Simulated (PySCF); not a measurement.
## `C=C1C=C/C1=C/C=C/F`: 4 charge schemes on one density

Compound: C8H7F.
Geometry (GFN2-xTB, Å), atoms numbered from 1 in this order:
```xyz
16
C8H7F angstrom
C     -1.6043   -1.5410   -0.6302
C     -1.5142   -0.2824   -0.2375
C     -2.4778    0.8085    0.0009
C     -1.5031    1.6747    0.3612
C     -0.4413    0.6832    0.1628
C      0.8885    0.6971    0.2980
C      1.7506   -0.4233    0.0412
C      3.0695   -0.3615    0.1946
F      3.8584   -1.4211   -0.0503
H     -2.5608   -1.9821   -0.8583
H     -0.7452   -2.1790   -0.7402
H     -3.5460    0.8689   -0.0852
H     -1.4851    2.7008    0.6772
H      1.3682    1.6116    0.6250
H      1.3005   -1.3461   -0.2883
H      3.6344    0.5005    0.5176
```

Density: PBE0/pcSseg-1 (PySCF); schemes: Mulliken, IAO, Hirshfeld and ESP-fitted. One conformer (not necessarily the lowest) at the GFN2-xTB geometry, without solvent, vibrations or thermal averaging.

At which atom do the 4 schemes differ most?

At C1: from -0.578 (ESP-fitted) to -0.028 e (Mulliken), 0.550 e apart.

Which atoms carry the highest charge in the Mulliken, IAO, Hirshfeld and ESP-fitted schemes?

The schemes don't all agree: Mulliken C8 (+0.261); IAO H15 (+0.162); Hirshfeld H12 and H13 (+0.061); ESP-fitted H10 (+0.222).

Tabulate the Mulliken, IAO, Hirshfeld and ESP-fitted charges.

In e:

```tsv
atom	environment	Mulliken	IAO	Hirshfeld	ESP-fitted
C1	terminal =CH2 carbon	-0.028	-0.343	-0.113	-0.578
C2	fully substituted alkene carbon	-0.245	+0.016	-0.006	+0.186
C3	alkene CH carbon	-0.046	-0.145	-0.036	-0.208
C4	alkene CH carbon	-0.043	-0.137	-0.035	-0.250
C5	fully substituted alkene carbon	-0.068	+0.001	-0.009	+0.135
C6	alkene CH carbon	-0.054	-0.170	-0.060	-0.325
C7	alkene CH carbon	-0.180	-0.191	-0.073	-0.225
C8	vinylic C–F carbon	+0.261	+0.141	+0.044	+0.056
F9	vinyl fluorine	-0.279	-0.266	-0.089	-0.165
H10	vinylic hydrogen	+0.116	+0.157	+0.049	+0.222
H11	vinylic hydrogen	+0.124	+0.152	+0.047	+0.210
H12	vinylic hydrogen	+0.064	+0.160	+0.061	+0.186
H13	vinylic hydrogen	+0.061	+0.159	+0.061	+0.195
H14	vinylic hydrogen	+0.089	+0.149	+0.048	+0.193
H15	vinylic hydrogen	+0.129	+0.162	+0.052	+0.210
H16	vinylic hydrogen	+0.096	+0.153	+0.060	+0.155
```

Mean size of the charges over all atoms: ESP-fitted 0.219 e, IAO 0.156 e, Mulliken 0.118 e, Hirshfeld 0.053 e. Each set sums to the total charge, 0, to within 0.001 e. The Hirshfeld scheme weights the molecular density at each point by an atom's share of the summed free-atom densities. The ESP scheme is a least-squares fit of atom-centred charges to the potential on four shells outside the van der Waals surface, with the total charge fixed.

Sum the charges by element, for elements with more than one atom.

```csv
element,atoms,Mulliken,IAO,Hirshfeld,ESP-fitted
C,8,-0.401,-0.827,-0.289,-1.208
H,7,+0.679,+1.092,+0.378,+1.373
```

How many electrons does the IAO scheme count on C3?

Z − q = 6 − (-0.145) = 6.145.
